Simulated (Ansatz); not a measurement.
Input file for Ansatz (a quantum-chemistry and plane-wave program): R-RI-MP2/cc-pV(Q+d)Z on CH4 (SMILES C). The basis file is the Basis Set Exchange's JSON of that set.

Ansatz 0.2 input:
```yaml
crystal:
  periodic: [false, false, false]
  atoms:
    - {symbol: C, position_ang: [0.00000000, -0.00000000, -0.00000000]}
    - {symbol: H, position_ang: [0.63465846, 0.63465846, 0.63465846]}
    - {symbol: H, position_ang: [-0.63465846, -0.63465846, 0.63465846]}
    - {symbol: H, position_ang: [0.63465846, -0.63465846, -0.63465846]}
    - {symbol: H, position_ang: [-0.63465846, 0.63465846, -0.63465846]}
basis:
  gaussian:
    orbitals: cc-pV_Q+d_Z.json
    fitting: {mean_field: def2-universal-JKFIT, correlation: cc-pVQZ-RIFIT.json}
magnetization: {spin_polarized: false}
correlation: {method: mp2, electrons: outside_noble_gas}
scf: {lower_state_search: off}
```

Output:

```
WARN ansatz: RAYON_NUM_THREADS=4 ignored (pool sized by the plan → 4); use --threads N
Functional definition: HF
these checks for a lower state are left out or cut short: stability, starts, cluster_reference, orbital_swaps, neighbouring_geometries, increment
integrals: 0.07 GiB planned
147 factors; integrals over basis functions are off by at most 4.1e0 eV
352 factors; integrals over basis functions are off by at most 4.4e-1 eV
mean field: 0.18 GiB planned
mean field evaluation 1: about -1093.0873 eV, gradient 2.2e1 eV
mean field evaluation 2: about -1094.1379 eV, gradient 8.5e0 eV
mean field evaluation 4: about -1094.3189 eV, gradient 1.9e-1 eV
mean field evaluation 8: about -1094.3192 eV, gradient 1.2e-6 eV
mean field -1094.31916284 eV, -40.2154874781 hartree, gradient 1.2e-6 eV, S^2 0.000000; 0 other end points of the search recorded, 0 dependent functions left out
1 core orbitals not correlated
reference -1094.31916284 eV, -40.2154874781 hartree; 4, 4 occupied and 170, 170 virtual orbitals, 352 factors
second order -5.71943908 eV of doubles, -0.00000000 eV of singles
Total energy: -1100.03860192 eV, -40.4256729877 hartree
Checks for a lower state left out: stability, starts, cluster_reference, orbital_swaps, neighbouring_geometries, increment
```

The calculation finished and met its thresholds.

Cost: very roughly 0.8 core-seconds.
